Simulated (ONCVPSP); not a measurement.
# What the settings do to the ONCV potential of Ho (Z = 67)

Base potential:

ONCVPSP 4.0.1 input, shortened (lines: element, Z, core and valence counts, functional; n l f; lmax; l rc ep ncon nbas qcut; lloc lpopt rc5 dvloc0; l nproj debl; icmod fcfact rcfact), LDA (Perdew-Wang 92), scalar-relativistic:

```
  Ho 67.00   10    4  -001012      upf
    1    0    2.00
    2    0    2.00
    2    1    6.00
    3    0    2.00
    3    1    6.00
    3    2   10.00
    4    0    2.00
    4    1    6.00
    4    2   10.00
    5    0    2.00
    4    3   11.00
    5    1    6.00
    6    0    1.00
    6    1    1.00
    3
    0    2.45    0.00    3    6    2.30
    1    3.00    0.00    4    7    5.50
    2    3.15    0.15    3    7    3.00
    3    1.15    0.00    4    8   14.80
    4    5    1.00    4.00
    0    2    1.50
    1    2    1.10
    2    3    3.50
    3    2    3.60
    3    2.25    1.35
```

In the d channel the program set the typed energies aside and used -0.084, 3.416, 6.916 Ha.

Cutoffs, loose and tight: the cutoffs (Ha) at which the residual kinetic energy of the hardest occupied pseudo-wave falls to 1 and 0.1 mHa per electron. They do not see the model core or the augmentation charge, which bear on the density cutoff. Test errors are all-electron minus pseudo excitation energies from the reference, over the configurations 4f11 5p6 6s2 6p0; 4f11 5p6 6s1 6p0; 4f11 5p6 6s0 6p0; 4f11 5p6 5d0.5 6s1.5 6p0. A dash means not determined; rows that change the core or the reference have their own tests.

1 further variants are left out, since the program set their typed debl aside.

A true bound ghost makes a file unfit for plane-wave use even where its test errors are small: the radial tests pick states by their node count and pass the ghost by.

| change | outcome | cutoff, loose | cutoff, tight | bound ghosts | GHOST(+) flags above zero | largest test error (meV) |
| --- | --- | --- | --- | --- | --- | --- |
| base | generated, projector energies reset by the program | 95 Ha | 104 Ha | s | s, p, d | tests left out (the all-electron energies of this program are off by 10 to 40 meV for near-neutral 4f atoms) |
| s: qcut 3.5 | failed: ERROR pspot: first pseudo wave function has node, program will stop | – | – | – | – | – |
| s: qcut 2.4; p: qcut 5.8; d: qcut 3.2; f: qcut 15.6 | generated, projector energies reset by the program | 101 Ha | 111 Ha | s | s, p, d | tests left out (the all-electron energies of this program are off by 10 to 40 meV for near-neutral 4f atoms) |
| f: nbas 7 | generated, projector energies reset by the program | 96 Ha | 104 Ha | s | s, p, d | tests left out (the all-electron energies of this program are off by 10 to 40 meV for near-neutral 4f atoms) |
| all radii but the core radius scaled by about 0.86 (s 2.10, p 2.58, d 2.72, f 0.98 bohr); local potential polynomial inside 0.86 bohr (lpopt 5, dvloc0 4 Ha) | failed: ERROR pspot: first pseudo wave function has node, program will stop | – | – | – | – | – |
| reference 4f10 5p6 5d1 6s2; waves 5p: rc 3.00 bohr, ncon 4, nbas 7, qcut 5.5 1/bohr, 2 projectors, debl 1.1 Ha; 5d: rc 3.15 bohr, ncon 3, nbas 7, qcut 3 1/bohr, 3 projectors, debl 3.5 Ha | generated, projector energies reset by the program | 96 Ha | 104 Ha | s | p, d | 3 of 4 tests not solved or not reliable |
| core correction Teter function, fcfact 2.25, rcfact 1.3 | generated, projector energies reset by the program | 95 Ha | 104 Ha | s | s, p, d | tests left out (the all-electron energies of this program are off by 10 to 40 meV for near-neutral 4f atoms) |
| core [Kr] 4d10, valence charge 21; reference 4f11 5s2 5p6; waves now 5s: rc 2.05 bohr, ncon 4, nbas 9, qcut 6.5 1/bohr, 2 projectors, debl 0.9 Ha; 5p: rc 1.50 bohr, ncon 5, nbas 9, qcut 4.9 1/bohr, 2 projectors, debl 0.9 Ha; d scattering state at 0.13 Ha: rc 1.65 bohr, ncon 3, nbas 6, qcut 5.2 1/bohr, 1 projector; 4f: rc 0.80 bohr, ncon 3, nbas 8, qcut 19.7 1/bohr, 2 projectors, debl 2 Ha; local potential polynomial inside 0.55 bohr (lpopt 5, dvloc0 0 Ha) | generated, projector energies reset by the program | 168 Ha | 184 Ha | s, p, d | s | 3 of 4 tests not solved or not reliable |
| f: qcut 14.7 | generated, projector energies reset by the program | 95 Ha | 104 Ha | s | s, p, d | tests left out (the all-electron energies of this program are off by 10 to 40 meV for near-neutral 4f atoms) |
| f: rc 0.88; local potential polynomial inside 0.88 bohr (lpopt 5, dvloc0 4 Ha) | generated, projector energies reset by the program | 319 Ha | 421 Ha | s | p, d | tests left out (the all-electron energies of this program are off by 10 to 40 meV for near-neutral 4f atoms) |
| f: nproj 1 | generated, projector energies reset by the program | 95 Ha | 104 Ha | s | s, p, d | tests left out (the all-electron energies of this program are off by 10 to 40 meV for near-neutral 4f atoms) |
